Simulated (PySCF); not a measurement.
## Electron correlation in Kr²⁺ (krypton, charge +2)

[Ar] 3d10 4s2 4p4, high-spin 3P determinant. Computed with PySCF 2.14 in jorge-DZP-DKH, with scalar relativity by spin-free X2C-1e. Frozen: [Ar] 3d10; 6 electrons correlated.

MP2 pair energies summed by pair of shells (mhartree):

```csv
pair,energy,share (%)
4s-4p,-18.50,51.8
4p-4p,-12.98,36.3
4s-4s,-4.26,11.9
```

Total MP2 correlation energy: -35.74 mhartree.

Same-spin part -7.41 and opposite-spin part -28.33 mhartree; SCS-MP2 scales them by 1/3 and 6/5 to -36.47 mhartree.

```tsv
level	correlation energy (mhartree)
CCSD	-41.58
(T)	-0.28
CCSD(T)	-41.86
```

Diagnostics: T1 = 0.0012, D1 = 0.0030, largest double amplitude 0.027.

Cost of the coupled-cluster step: 0.36 s of wall time on 1 thread of Neoverse-V1 (shared host), for 6 correlated electrons.

Iterations:

```
CC2 = 0
CCSD nocc = (np.int64(4), np.int64(2)), nmo = (29, 29)
frozen orbitals [[0, 1, 2, 3, 4, 5, 6, 7, 8, 9, 10, 11, 12, 13], [0, 1, 2, 3, 4, 5, 6, 7, 8, 9, 10, 11, 12, 13]]
max_cycle = 100
direct = 0
conv_tol = 1e-08
conv_tol_normt = 1e-06
diis_space = 8
diis_start_cycle = 0
Init t2, MP2 energy = -0.0357358669053173
Init E_corr(UCCSD) = -0.0357358669070852
cycle = 1  E_corr(UCCSD) = -0.040529542650299  dE = -0.00479367574  norm(t1,t2) = 0.0144793
cycle = 2  E_corr(UCCSD) = -0.0413613903667353  dE = -0.000831847716  norm(t1,t2) = 0.00325562
cycle = 3  E_corr(UCCSD) = -0.0415835648103547  dE = -0.000222174444  norm(t1,t2) = 0.000995196
cycle = 4  E_corr(UCCSD) = -0.0415742942234095  dE = 9.27058695e-06  norm(t1,t2) = 0.000221877
cycle = 5  E_corr(UCCSD) = -0.0415750973043994  dE = -8.0308099e-07  norm(t1,t2) = 3.40611e-05
cycle = 6  E_corr(UCCSD) = -0.0415751081541307  dE = -1.08497313e-08  norm(t1,t2) = 2.82056e-06
cycle = 7  E_corr(UCCSD) = -0.0415751141297866  dE = -5.97565592e-09  norm(t1,t2) = 3.11903e-07
UCCSD converged
E(UCCSD) = -2786.710759846207  E_corr = -0.04157511412978662
UCCSD(T) correction = -0.000279560635240708
```
